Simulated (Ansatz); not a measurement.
Hg₃Te₃H₁₂, relaxed as a singlet with RKS r2SCAN-D4/def2-SVP in Ansatz, starting from the GFN1-xTB geometry. Force threshold 0.02 eV/Å.

In the def2 sets Hg, Te take a core potential; there is no spin–orbit coupling. In the singlet geometry the species has come apart into loosely held pieces.

Start:

```tsv
atom	x (Å)	y (Å)	z (Å)
Te1	-2.354	-0.037	0.802
Hg2	-2.477	-0.613	-2.130
Te3	0.498	-0.465	-2.389
Hg4	-0.669	0.622	3.181
Te5	1.863	0.476	1.597
Hg6	3.138	0.053	-1.073
H7	-3.525	1.061	0.948
H8	-3.300	-1.194	1.408
H9	-2.783	-2.232	-2.179
H10	-2.969	0.828	-2.762
H11	0.824	-1.807	-3.221
H12	0.628	0.442	-3.716
H13	-0.647	-0.794	4.025
H14	-0.894	2.244	3.363
H15	2.755	-0.492	2.528
H16	2.648	1.783	2.123
H17	3.488	1.590	-1.556
H18	3.776	-1.462	-0.948
```

```json
{"step": "1", "energy (eV)": "-34612.3451", "largest force component (eV/Å)": "1.730", "SCF passes": "17"}
{"step": "2", "energy (eV)": "-34613.7156", "largest force component (eV/Å)": "1.443", "SCF passes": "23"}
{"step": "3", "energy (eV)": "-34614.3269", "largest force component (eV/Å)": "0.538", "SCF passes": "24"}
{"step": "4", "energy (eV)": "-34614.5750", "largest force component (eV/Å)": "0.234", "SCF passes": "18"}
{"step": "5", "energy (eV)": "-34614.6724", "largest force component (eV/Å)": "0.095", "SCF passes": "18"}
{"step": "6", "energy (eV)": "-34614.6843", "largest force component (eV/Å)": "0.145", "SCF passes": "18"}
{"step": "7", "energy (eV)": "-34614.6868", "largest force component (eV/Å)": "0.003", "SCF passes": "19"}
```

Force components are those of the run's own axes.

End:

Cartesian coordinates in Å:
```
Te -2.4747 -0.0380 0.8526
Hg -3.1150 -0.7703 -2.6741
Te 0.5299 -0.4897 -2.5159
Hg -0.8408 0.7802 4.0243
Te 1.9483 0.4969 1.6721
Hg 3.9567 0.0630 -1.3573
H -3.6922 1.0882 0.9896
H -3.4766 -1.2200 1.4602
H -3.0481 -2.4026 -2.3912
H -3.2435 0.8487 -3.0101
H 0.8571 -1.8640 -3.3956
H 0.6548 0.4404 -3.8903
H -0.7168 -0.8272 4.4123
H -0.9811 2.4032 3.7143
H 2.8850 -0.4797 2.6409
H 2.7663 1.8430 2.2091
H 3.8460 1.6822 -1.6975
H 4.1445 -1.5544 -1.0434
```

Bonds lost: Te1–Hg2, Te1–Hg4, Hg2–Te3, Te3–Hg6, Hg4–Te5, Te5–Hg6 (atoms count from 1). The end holds 6 separate pieces.

No frequencies were taken in this run, so the end may be a saddle point.

It took 59 s on 4 threads of Arm Neoverse V2 on a shared host.
